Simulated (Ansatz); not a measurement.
The same path of CH₇NOS₂Si (13 atoms, charge 0, multiplicity 1) was run twice with different band settings. The coordinate that changes most is the dihedral H8–C1–O2–Si3.

These are results of RKS PBE0-D4/def2-SVP (Ansatz), not measurements.

Relaxed end points:

```xyz
13
Properties=species:S:1:pos:R:3
C -0.388 -1.336 1.333
O -0.565 -0.638 0.131
Si 0.575 0.220 -0.711
N 0.471 0.098 -2.411
S 0.248 2.327 -0.386
S -0.244 2.314 1.649
H -0.629 -0.698 2.200
H 0.649 -1.696 1.459
H -1.057 -2.211 1.343
H 1.917 -0.255 -0.270
H 0.925 -0.657 -2.912
H -0.321 0.473 -2.919
H -1.559 2.023 1.509
```

```xyz
13
Properties=species:S:1:pos:R:3
C -0.499 -1.158 1.457
O -0.686 -0.458 0.258
Si 0.481 0.043 -0.806
N 0.057 -0.070 -2.456
S 0.792 2.164 -0.565
S 0.681 2.314 1.520
H -1.354 -1.833 1.618
H -0.431 -0.465 2.313
H 0.423 -1.769 1.447
H 1.702 -0.775 -0.559
H 0.200 -0.926 -2.978
H -0.681 0.501 -2.851
H -0.667 2.397 1.618
```

Common settings: spring 5.0 eV/Å²; optimiser quadratic models (default); start path IDPP; force threshold 0.05 eV/Å; end points relaxed.

| run | movable images | climbing image | iteration limit |
| --- | --- | --- | --- |
| 1 | 7 | yes | 46 |
| 2 | 6 | no | 57 |

(1) What does each run give, and how far can it be trusted?

## Answers

(1) Run 1: converged after 4 iterations, highest image 0.024 eV above the first end. A vibrational analysis at the climbing image gives one clearly imaginary mode, 95i cm⁻¹: a first-order saddle point.
Run 2: converged after 4 iterations, highest image 0.023 eV above the first end. No image climbed, so the highest image needn't sit at the top of the path.
